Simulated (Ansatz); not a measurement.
CH₆ClGaSi (`Cl[SiH2][CH2][GaH2]`), relaxed with RKS PBE-D4/def2-SVP in the Gaussian-basis code of Ansatz from a rough embedded geometry. The force threshold is 0.03 eV/Å; the program also tests the step.

Charge 0, multiplicity 1.

Start:

```xyz
10

Cl   -1.173   -1.636    0.987
Si    0.609   -0.966    0.239
C     0.219    0.199   -1.144
Ga   -0.836    1.500    0.467
H     1.356   -0.245    1.297
H     1.421   -2.099   -0.254
H    -0.291   -0.306   -1.961
H     1.237    0.620   -1.567
H    -0.806    1.456    2.196
H    -1.736    1.476   -0.261
```

```
         step  energy (eV)  largest force (eV/Å)  largest move (Å)
            1  -73877.3021                13.140             0.000
            2  -73879.8651                 5.217             0.194
            3  -73880.8712                 1.252             0.194
            4  -73881.3229                 0.327             0.195
            5  -73881.4588                 0.280             0.193
            6  -73881.5122                 0.147             0.200
            7  -73881.5447                 0.225             0.166
            8  -73881.5599                 0.171             0.195
            9  -73881.5668                 0.184             0.129
10 (rejected)  -73881.5649                 0.309             0.200
           11  -73881.5767                 0.065             0.097
           12  -73881.5787                 0.091             0.066
           13  -73881.5801                 0.101             0.052
           14  -73881.5809                 0.056             0.047
           15  -73881.5813                 0.026             0.041
           16  -73881.5815                 0.026             0.045
           17  -73881.5816                 0.045             0.055
           18  -73881.5818                 0.025             0.016
```

End:

```xyz
10

Cl   -0.887   -1.211    1.572
Si    0.767   -1.161    0.179
C     0.455    0.391   -0.786
Ga   -1.129    1.184    0.203
H     1.995   -1.151    1.042
H     0.667   -2.460   -0.569
H     0.186    0.170   -1.839
H     1.330    1.071   -0.759
H    -0.823    2.189    1.383
H    -2.562    0.978   -0.426
```

Hardware: 4 threads of an Arm Neoverse V2 on a shared host. Wall time 23 s, peak host memory 0.17 GiB.
